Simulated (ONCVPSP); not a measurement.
# Plane-wave convergence, ONCV potential for gadolinium (Gd)

gadolinium, optimised norm-conserving Vanderbilt (ONCV), made with ONCVPSP 4.0.1 (PBEsol, scalar-relativistic). Core [Kr] 4d10, reference 4f7 5s2 5p6 5d1 6s2. Waves: 5s+6s: rc 2.15 bohr, ncon 5, nbas 9, qcut 4.7 1/bohr, 2 projectors; 5p: rc 1.60 bohr, ncon 4, nbas 9, qcut 4.6 1/bohr, 2 projectors, debl 0.6 Ha; 5d: rc 2.90 bohr, ncon 4, nbas 9, qcut 4.5 1/bohr, 2 projectors, debl 2.7 Ha; 4f: rc 1.15 bohr, ncon 4, nbas 9, qcut 14.3 1/bohr, local. Local part: the f channel. Core correction: Teter function, fcfact 3.75, rcfact 1.05.

In the p channel the program set the typed energies aside and used -1.002, 0.250 Ha.

For each optimised wave give the share of its norm inside rc, the residual kinetic energy above qcut (Ha) and the cutoffs (Ha) for errors of 10, 1, 0.1 and 0.01 mHa per electron.

| wave | norm inside rc | residual KE | 10 mHa | 1 mHa | 0.1 mHa | 0.01 mHa |
| --- | --- | --- | --- | --- | --- | --- |
| 5s | 0.951 | 5.8e-04 | 7.3 | 10.4 | 40.7 | 50.7 |
| 6s | 0.061 | 2.5e-04 | 3.1 | 9.2 | 15.3 | 46.8 |
| 5p | 0.581 | 6.1e-03 | 6.7 | 60.5 | 104.6 | 133.1 |
| p projector 2 | 0.092 | 2.3e-03 | 5.0 | 13.4 | 56.8 | 131.1 |
| 5d | 0.608 | 6.5e-06 | 5.4 | 7.2 | 8.6 | 9.9 |
| d projector 2 | 0.214 | 7.0e-04 | 7.7 | 9.8 | 19.9 | 44.2 |
| 4f | 0.791 | 4.4e-05 | 79.8 | 89.9 | 98.5 | 234.8 |

The occupied waves need 90 Ha and 105 Ha for 1 and 0.1 mHa. Note: ghosts flagged at negative energy: s at -428.3 eV, p at -137.0 eV, d at -1164.9 eV; no localised positive-energy state flagged. A true bound ghost makes a file unfit for plane-wave use. 1 of 4 tests not solved or not reliable.
